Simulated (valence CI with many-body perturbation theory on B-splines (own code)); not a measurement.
Values are calculated unless marked as measured or tabulated.
# Basis-set convergence for Au58+

Level of theory: relativistic CI+MBPT: three valence electrons over a frozen Dirac-Fock core [Ar], a basis of 7 s, 7 p, 8 d, 6 f, 4 g, 1 h functions for each j, with the one-electron correlation potential Σ1 (screened to all orders), the two-electron term Σ2, the three-electron term Σ3, Breit, model QED; selected single and double excitations, second order for the rest, scaled by the run's own slope (own B-spline code, finite nucleus).

The last digits are not significant, and no measured levels were compared; by estimate large intervals hold to a few tenths of a per cent, small ones and those within an open d or f shell to about a per cent. The list stops below the first excitations out of the core. Only levels of the ground parity were solved; by the run's estimate the other parity begins above the list, which can be wrong where configurations are misplaced.

The reference run has the lowest level (3d3/2^3) J=3/2 and an ionisation energy of 5994.96 eV. Its largest variational space holds 4695 state functions.

Levels are named by their leading jj configuration (3d3/2^4 stands for four electrons in 3d with j = 3/2), which in mixed levels can hold well under half, so a name can repeat and another be missing. Letters in brackets count levels of one name in rising energy.

Changed runs:
A. basis 6 s, 6 p, 5 d, 5 f, 1 g
B. basis 5 s, 5 p, 4 d, 4 f

Excitation energies of the reference run in cm⁻¹, and shifts in cm⁻¹:

```tsv
Level	Reference	A	B
(3d3/2^2 3d5/2) J=5/2 [a]	739579	-254	-435
(3d3/2^2 3d5/2) J=3/2	793569	-126	-110
(3d3/2^2 3d5/2) J=9/2	824001	+84	+292
(3d3/2^2 3d5/2) J=7/2	828374	+22	+135
(3d3/2^2 3d5/2) J=1/2	841050	+13	+172
(3d3/2^2 3d5/2) J=5/2 [b]	1052380	+304	+687
(3d3/2 3d5/2^2) J=7/2 [a]	1553600	-231	-355
(3d3/2 3d5/2^2) J=9/2	1594720	-111	-80
(3d3/2 3d5/2^2) J=3/2 [a]	1642130	-80	-82
(3d3/2 3d5/2^2) J=1/2	1668090	+60	+282
(3d3/2 3d5/2^2) J=11/2	1676080	+147	+506
(3d3/2 3d5/2^2) J=5/2 [a]	1678130	-26	+75
Ionisation energy (eV)	5994.96	-0.07	-0.11
```
